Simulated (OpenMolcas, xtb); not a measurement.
A ladder of methods for CH7NOSi (SMILES CO[SiH2]N)

The species is CH7NOSi (11 atoms), meant as a singlet with charge 0. SMILES: `CO[SiH2]N`. The shape is that of a PBE0-D4/def2-TZVP optimisation. This is one conformer, not always the lowest.

Each level gives the vertical energy of the triplet above the singlet (eV). The values are calculated.

```json
{"level": "GFN0-xTB", "kind": "semi-empirical", "program": "xtb", "value (eV)": "5.67"}
{"level": "HF/cc-pVDZ", "kind": "Hartree–Fock", "program": "OpenMolcas", "value (eV)": "6.44"}
{"level": "SVWN5/cc-pVDZ", "kind": "LDA", "program": "OpenMolcas", "value (eV)": "6.53"}
{"level": "BLYP/cc-pVDZ", "kind": "GGA", "program": "OpenMolcas", "value (eV)": "6.49"}
{"level": "revPBE/cc-pVDZ", "kind": "GGA", "program": "OpenMolcas", "value (eV)": "6.55"}
{"level": "M06-L/cc-pVDZ", "kind": "meta-GGA", "program": "OpenMolcas", "value (eV)": "7.09"}
{"level": "B3LYP/cc-pVDZ", "kind": "global hybrid", "program": "OpenMolcas", "value (eV)": "6.77"}
```

The values span 5.67 to 7.09 eV. GFN0-xTB: no spin polarisation, so open shells miss the exchange term that lowers them. A triplet this far above the singlet is often a Rydberg-like or dissociative state; sets without diffuse functions put Rydberg states too high. The upper state's dipole differs much between rows, so they may not all be the same state.
